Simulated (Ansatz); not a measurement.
The cluster GeF2⁻, 3 atoms. Hardware: 4 threads of Arm Neoverse V1 on a shared host.

Correlated methods freeze 11 core orbitals; core or outer-core shells of Ge are correlated, in sets that lack core-valence functions.

Task: How many basis functions does each of these Ansatz runs have, and roughly what does it cost? HF/STO-3G, charge -1 doublet, energy; LDA (SPW92)/def2-TZVPD, charge -1 doublet, energy, from earlier orbitals; PBE0-D4/def2-SVP, charge -1 doublet, energy with a search over starts; LC-ωPBE (ω = 0.30 bohr⁻¹)/def2-TZVPD, charge -1 doublet, energy, from earlier orbitals; LC-ωPBE (ω = 0.30 bohr⁻¹)/def2-TZVPD, charge 0 singlet at the geometry of the charge -1 doublet, energy, from earlier orbitals; PBE-D4/def2-TZVPD, charge -1 quartet, energy, from earlier orbitals; B97M-V/def2-TZVPD, charge -1 quartet, energy, from earlier orbitals; PBE-D4/def2-TZVPD, charge 0 triplet at the geometry of the charge -1 doublet, energy, from earlier orbitals; PBE-D4/def2-TZVPD, charge -1 doublet, frequencies; CCSD(T)/def2-TZVPPD, charge 0 singlet at the geometry of the charge -1 doublet, energy, from earlier orbitals; PBE0-D4/def2-TZVPD, charge 0 singlet at the geometry of the charge -1 doublet, energy, from earlier orbitals; HSE06-D4/def2-TZVPD, charge -1 doublet, energy, from earlier orbitals.

Result: Other jobs shared the machine, so times can vary by a factor of up to 3. A dash marks memory too small to be measured apart from the calling script's.

```tsv
run	functions	fitting or Cholesky vectors	wall time	peak host memory (GiB)
HF/STO-3G, charge -1 doublet, energy	28	322	0.1 s	–
LDA (SPW92)/def2-TZVPD, charge -1 doublet, energy, from earlier orbitals	134	767	0.7 s	–
LC-ωPBE (ω = 0.30 bohr⁻¹)/def2-TZVPD, charge 0 singlet at the geometry of the charge -1 doublet, energy, from earlier orbitals	134	767	0.85 s	–
PBE0-D4/def2-SVP, charge -1 doublet, energy with a search over starts	60	572	0.9 s	–
PBE0-D4/def2-TZVPD, charge 0 singlet at the geometry of the charge -1 doublet, energy, from earlier orbitals	134	820	1 s	–
PBE-D4/def2-TZVPD, charge -1 quartet, energy, from earlier orbitals	134	767	1.2 s	–
PBE-D4/def2-TZVPD, charge 0 triplet at the geometry of the charge -1 doublet, energy, from earlier orbitals	134	767	1.2 s	–
LC-ωPBE (ω = 0.30 bohr⁻¹)/def2-TZVPD, charge -1 doublet, energy, from earlier orbitals	134	767	1.7 s	–
HSE06-D4/def2-TZVPD, charge -1 doublet, energy, from earlier orbitals	134	820	1.8 s	–
CCSD(T)/def2-TZVPPD, charge 0 singlet at the geometry of the charge -1 doublet, energy, from earlier orbitals	134	860	3.1 s	–
B97M-V/def2-TZVPD, charge -1 quartet, energy, from earlier orbitals	134	767	4.7 s	–
PBE-D4/def2-TZVPD, charge -1 doublet, frequencies	134	767	5.5 s	–
```
